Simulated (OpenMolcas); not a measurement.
Cu⁶⁺.

| Item | Value |
| --- | --- |
| Program | OpenMolcas 26.06 |
| Method | CASSCF |
| Basis | ANO-R2 [6s4p4d2f1g] |
| Scalar Hamiltonian | X2C, finite nucleus |
| Active space | 5 electrons in 5 orbitals (3d) |
| State averaging | 2S+1 = 6 even, 1 root; 2S+1 = 4 even, 24 roots; 2S+1 = 2 even, 75 roots |
| Spin-orbit coupling | state interaction with AMFI integrals over the reference wave functions, term energies averaged over their components |

Levels without dynamic correlation, in cm⁻¹ above 3d⁵ ⁶S_5/2:

| Level | E |
| --- | --- |
| 3d⁵ ⁴D_7/2 | 64420 |
| 3d⁵ ⁴G_5/2 | 51873 |
| 3d⁵ ⁴P_5/2 | 59446 |
| 3d⁵ ²I_11/2 | 74017 |

On this reference, MS-CASPT2, IPEA 0.25 Eh, imaginary shift 0.1 Eh (closed shells correlated: 3s 3p) puts 3d⁵ ⁴D_7/2 at 57720 cm⁻¹.

Question: Estimate the other levels at that method by one scale factor, and say how well it serves.

Answer: The factor is 57720 / 64420 = 0.896. Scaled values beside those that MS-CASPT2 gives and measured ones (the list in Gamrath, thesis, University of Mons (2023)):
```
      Level  Scaled  MS-CASPT2  Miss (%)  Measured
 3d⁵ ⁴G_5/2   46478      48210      -3.6          
 3d⁵ ⁴P_5/2   53264      52980      +0.5     50732
3d⁵ ²I_11/2   66319      70600      -6.1     67757
```
For these levels the scaled values miss MS-CASPT2 by up to 6.1 %, as correlation changes each term by its own factor, spin-orbit parts do not scale and CASPT2 has its own spread within terms. This holds within one configuration; levels of others move differently, and the target method has errors of its own against measurement.

Term energies are means over components that CASPT2 splits; among the terms shown or strongly mixed into the levels shown the widest spread is 440 cm-1 (3d⁵ ⁴G, MS-CASPT2). Without dynamic correlation excited terms often stand tens of per cent too high (terms of higher spin than the ground term too low), and those without a measured partner can miss by more than the paired ones (holds for CASSCF). Blocks of more than 70 roots (2S+1 = 2 even) ran without multistate coupling (holds for MS-CASPT2). Measured partners are found by configuration, term and J. A level has none where our copy of the source lacks it or the pairing is in doubt (some pairs that miss far off the trend of their configuration count as doubtful), and it then counts in no deviation. Levels of configurations outside the active space are missing.
